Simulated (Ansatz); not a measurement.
Stepwise reaction of `[OH][GaH2]` with hydrogen chloride, as a gas-phase model of exchange steps in deposition or etching. ΔE in kJ/mol; ΔG adds harmonic PBE0-D4 terms to CCSD(T)/CBS, at 1 bar.

Program: Ansatz. Geometries: PBE0-D4/def2-TZVP. ΔE: electronic, gas phase. CCSD(T)/CBS is the MP2 limit (def2-TZVPP, def2-QZVPP) plus CCSD(T) − MP2 in def2-TZVPP, frozen cores. This one scheme is used for every species. DFT in def2-TZVPP. B3LYP here is the variant with VWN-RPA as its local correlation; programs differ in this. For Ga outer-core shells are correlated without core-valence functions, which leaves a few kJ/mol of doubt a bond. Scalar relativity is left out up to krypton. One conformer a species, not always the lowest.

| step | reaction | PBE-D4 | B3LYP-D4 | ωB97M-V | CCSD(T)/CBS | ΔG(500 K) |
| --- | --- | --- | --- | --- | --- | --- |
| 1 | `[OH][GaH2]` + HCl → `[OH][GaH][Cl]` + H₂ | -107.1 | -108.6 | -107.6 | -109.8 | -102.7 |
| 2 | `[OH][GaH][Cl]` + HCl → `[OH][Ga]([Cl])[Cl]` + H₂ | -80.0 | -82.0 | -80.7 | -82.8 | -75.9 |

By hand: ΔE of the 2 steps together at CCSD(T)/CBS.

(-109.8) + (-82.8) = -192.6 kJ/mol, or -96.3 kJ/mol a step.

In ΔE each step is higher than the one before. All are downhill at CCSD(T)/CBS. ΔG lies between -102.7 and -75.9 kJ/mol a step. PBE-D4 differs from CCSD(T)/CBS by 2.7 to 2.8 kJ/mol a step. Isolated molecules leave out the surface, adducts and barriers. Largest T1 diagnostic: 0.015.
